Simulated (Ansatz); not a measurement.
HgI (SMILES [I][Hg]), doublet, at a GFN2-xTB geometry (such geometries of metal compounds can be far from the true shape) (the spin is typed, not shown lowest) (core potentials on Hg, I), atoms displaced at random by about 0.03 Å a coordinate; R2SCAN/def2-SVP, gradient (Ansatz, a first-principles code).

The Ansatz input:
Ansatz 0.2 input:
```yaml
crystal:
  periodic: [false, false, false]
  atoms:
    - {symbol: Hg, position_ang: [-0.00249261, 0.02612494, -1.14740175]}
    - {symbol: I, position_ang: [-0.06875665, 0.04611733, 1.75881963]}
basis:
  gaussian:
    orbitals: def2-SVP
hamiltonian:
  xc: r2scan
magnetization: {spin_polarized: true, initial_magnetization: 1}
output: {forces: true}
```

Q: Predict the main parts of the log of this Ansatz run.

A: 
```
Functional definition: r2SCAN
629 factors; their error is unknown
mean field evaluation 1: about -12281.8411 eV, gradient 1.1e1 eV
mean field evaluation 2: about -12276.7301 eV, gradient 2.7e1 eV
mean field evaluation 4: about -12282.8996 eV, gradient 1.5e0 eV
mean field evaluation 8: about -12282.8871 eV, gradient 3.2e-2 eV
mean field evaluation 16: about -12281.1635 eV, gradient 8.2e0 eV
mean field -12282.88713312 eV, -451.3877765024 hartree, gradient 1.4e-5 eV, S^2 0.756174; 4 other end points of the search recorded, 0 dependent functions left out
the calculation of the forces begins
reference -12282.88714425 eV, -451.3877769112 hartree; 23, 22 occupied and 35, 36 virtual orbitals, 629 factors
Total energy: -12282.88714425 eV, -451.3877769112 hartree
Atom 0 at    -0.002493     0.026125    -1.147402 Å, force    -0.005864     0.001769     0.257206 eV/Å
Atom 1 at    -0.068757     0.046117     1.758820 Å, force     0.005864    -0.001769    -0.257206 eV/Å
Dipole moment:     0.011524    -0.003477    -0.505416 e Å
```
